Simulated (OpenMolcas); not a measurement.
## B, Al, Ga, In, Tl: ns2 np down the group

```json
{
  "Program": "OpenMolcas 26.06",
  "Method": "CASSCF",
  "Basis": "ANO-RCC-VTZP",
  "Scalar Hamiltonian": "DKH2, point nucleus",
  "Spin-orbit coupling": "RASSI with atomic mean-field integrals over the reference wave functions, term energies averaged over their components"
}
```

Active space for each ion: 1 electron in 3 orbitals (p).

Computed levels in cm-1 above 2P* 1/2:

```json
{"Level": "2P* 3/2", "B": "14.8", "Al": "94.4", "Ga": "738", "In": "1941", "Tl": "6634"}
{"Level": "weight of 2P* in the lowest level (%)", "B": "100", "Al": "100", "Ga": "100", "In": "100", "Tl": "100"}
```

Measured, with the error of the calculation in %. Measured levels: B, Al, Ga, In, Tl from NIST Handbook of Basic Atomic Spectroscopic Data.

```csv
Level,B,Al,Ga,In,Tl
2P* 3/2,15.3 (-2.9),112 (-15.8),826 (-10.6),2213 (-12.3),7793 (-14.9)
```

The fine-structure level 2P* 3/2 changes by a factor of 448 from B to Tl.

With one active electron the reference holds no correlation, so core polarisation is missing. Computed and measured levels are paired by configuration, term and J; levels that our copy of the source lacks, or whose pairing is in doubt (as where it misses far off the trend of its configuration), stay unpaired and out of the deviations. Only configurations of the active space appear.

* marks odd parity.
